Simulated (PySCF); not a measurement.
Vertical excitations of a molecule CH5ClF2Si2 from TDDFT-PBE/def2-SVPD (PySCF 2.14.0), as energy in eV (oscillator strength): 5.42 (0.009), 5.53 (0.014), 5.99 (0.015), 6.03 (0.004), 6.08 (0.018), 6.13 (0.005), 6.68 (0.001), 6.78 (0.001), 6.88 (0.056), 7.05 (0.003). Lowest triplet (TDA): 4.91 eV. Geometry optimised at B3LYP-D3(BJ)/def2-SVP. Other conformers were not sampled.

Question: Pick the molecule that these values belong to.
(A) FC[Si@H](F)[SiH2]Cl
(B) F[SiH](F)C[SiH2]Cl
(C) FC[Si@](F)([SiH3])Cl
(D) FC[SiH2][Si@H](F)Cl

Answer: A, FC[Si@H](F)[SiH2]Cl
